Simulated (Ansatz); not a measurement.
Job for Ansatz (a quantum-chemistry and plane-wave program): R-CCSD(T)/aug-cc-pVDZ on HF (SMILES F).

Ansatz 0.2 input:
```yaml
crystal:
  periodic: [false, false, false]
  atoms:
    - {symbol: F, position_ang: [-0.36194887, 0.09118167, 0.36872664]}
    - {symbol: H, position_ang: [-0.49782354, 0.35622851, 1.24795816]}
basis:
  gaussian:
    orbitals: aug-cc-pVDZ
magnetization: {spin_polarized: false}
correlation: {method: ccsd_t, electrons: outside_noble_gas}
scf: {lower_state_search: off}
```

The head of its log:

```
WARN ansatz: RAYON_NUM_THREADS=1 ignored (pool sized by the plan → 1); use --threads N
Functional definition: HF
these checks for a lower state are left out or cut short: stability, starts, cluster_reference, orbital_swaps, neighbouring_geometries, increment
integrals: 0.00 GiB planned
292 factors; integrals over basis functions are off by at most 1.2e-3 eV
mean field: 0.04 GiB planned
mean field evaluation 1: about -2721.0662 eV, gradient 2.4e1 eV
mean field evaluation 2: about -2721.0661 eV, gradient 2.4e1 eV
mean field evaluation 4: about -2722.0282 eV, gradient 1.2e0 eV
mean field evaluation 8: about -2722.0329 eV, gradient 4.4e-5 eV
mean field -2722.03288167 eV, -100.0328633413 hartree, gradient 9.2e-7 eV, S^2 0.000000; 0 other end points of the search recorded, 0 dependent functions left out
1 core orbitals not correlated
reference -2722.03288167 eV, -100.0328633413 hartree; 4, 4 occupied and 27, 27 virtual orbitals, 292 factors
```

Predict the final total energy.

-100.2636 hartree (reference determinant -100.0329, T1 diagnostic 0.013).
